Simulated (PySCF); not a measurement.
## Structure from 2D NMR

Compound of formula C$_{2}$H$_{9}$FSi$_{4}$. Correlations simulated from computed shifts and the bond graph:

HSQC (one-bond C–H):
| δH | δC |
| --- | --- |
| 8.70 | 187.4 |

COSY cross peaks (H two or three bonds apart, from the bond graph; peaks can be absent where the dihedral angle is near 90°):
| δH | δH |
| --- | --- |
| 8.70 | 5.49 |
| 6.15 | 5.49 |
| 5.49 | 3.51 |

HMBC (two and three bonds, from the bond graph):
| δH | δC |
| --- | --- |
| 8.70 | 192.9 |
| 6.15 | 192.9, 187.4 |
| 5.49 | 192.9, 187.4 |
| 4.27 | 192.9, 187.4 |
| 3.51 | 187.4 |

Carbons without hydrogens: δ 192.9.

PySCF calculation with geometry: GFN2-xTB and shielding tensors at PBE0/pcSseg-1 (GIAO); relativity neglected, a single conformation, averaged over atoms made equivalent by symmetry, fast rotation or ring inversion, in vacuum.

References, each an isolated molecule treated in the same way: ¹H (σref 31.72) and ¹³C (σref 186.93) vs TMS.

Exchangeable hydrogens are left out of these lists.

Which molecule is this?

Answers

`F[Si@@H]1C([SiH3])=C[Si@H]1[SiH3]`.

Atoms are numbered as in `[F:1][Si@@H:2]1[C:3]([SiH3:4])=[CH:5][Si@H:6]1[SiH3:7]`. Hydrogens are named by the atom that carries them.

1. δC 192.9 is C3, a fully substituted alkene carbon.
2. δC 187.4 is C5, an alkene CH (δH 8.70).
3. HMBC from δH 8.70 reaches the proton-free carbon C3.
4. HMBC from δH 6.15 reaches the proton-free carbon C3.
5. HMBC from δH 5.49 reaches the proton-free carbon C3.
6. HMBC from δH 4.27 reaches the proton-free carbon C3.
7. COSY links 8.70–5.49, 6.15–5.49, 5.49–3.51.

The data come from this structure; uniqueness wasn't tested.

Shifts are as computed. Against solution values, carbons near 30 ppm lie about +3 ppm off and those near 130 ppm about +5 ppm. Of 1211 compounds with measured shifts, 218 miss one by over three times the rms of a fit or turn the order of signals round; such compounds aren't used in these exercises.
